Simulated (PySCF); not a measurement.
**Radial density of As (arsenic, neutral)**

UHF, [Ar] 3d10 4s1 4p4, high-spin 4P determinant (an excited configuration). All numbers are calculated (PySCF 2.14, scalar relativity by spin-free X2C-1e, in aug-cc-pVTZ-DK (7s6p4d2f, 59 functions)).

```
r (bohr)  4πr²ρ (e/bohr)  4πr²(ρα − ρβ)
0.000740          0.2942         0.0002
 0.00124          0.7262         0.0004
 0.00209           1.756         0.0010
 0.00352           4.106         0.0024
 0.00592           9.096         0.0052
 0.00996           18.31         0.0104
  0.0168           31.21         0.0171
  0.0282           40.44         0.0212
  0.0474           36.51         0.0256
  0.0798           34.34         0.0669
   0.134           47.40         0.0958
   0.226           32.92        -0.0333
   0.380           27.02         0.1823
   0.638           26.10         0.0342
    1.07           6.657         0.5696
    1.81           2.755         1.7598
    3.04           1.191         0.6331
    5.11          0.1226        -0.0027
    8.60        0.002435        -0.0021
```

Densities and radii are taken from the X2C orbitals without a picture-change correction, which distorts them close to the nucleus.

Where is the radial spin density 4πr²(ρα − ρβ) most negative, and why is it negative at all?

Around r = 0.226 bohr, down to -0.0333 e/bohr: exchange with the open shell polarises the paired shells in an unrestricted calculation.
